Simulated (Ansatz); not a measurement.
C2H7AsSi can be A, `C[As]1C[SiH2]1`, or B, `[SiH3]C1C[AsH]1`.

Isolated molecules relaxed with PBE0-D4/def2-TZVP in Ansatz; ΔE leaves out vibrations. CBS: MP2 limit from def2 TZ/QZ plus the TZ coupled-cluster correction, frozen cores. DFT in def2-TZVPP. B3LYP here is the variant with VWN-RPA as its local correlation; programs differ in this. For As outer-core shells are correlated without core-valence functions, which leaves a few kJ/mol of doubt a bond. Scalar relativity is left out up to krypton.

(1) Which is lower in electronic energy at CCSD(T)/CBS, and by how much? (Best estimate.)

(2) Give E(B) − E(A) in kJ/mol with MP2/def2-TZVPP, r2SCAN-D4, B3LYP-D4, B2PLYP, PBE0-D4, HF/def2-TZVPP, ωB97M-V. (Best estimate.)

Largest T1 diagnostic: 0.011.

Results:

(1) Ansatz gave: A, by 32.6 kJ/mol.

(2) Computed: MP2/def2-TZVPP 30.3, r2SCAN-D4 41.0, B3LYP-D4 34.7, B2PLYP 33.3, PBE0-D4 41.2, HF/def2-TZVPP 24.0, ωB97M-V 35.0. None reverses the order clearly.

In def2-TZVPP, CCSD(T) changes the Hartree–Fock value by +8.3 kJ/mol (the triples alone add +1.1 kJ/mol) and MP2 by +6.3 kJ/mol.
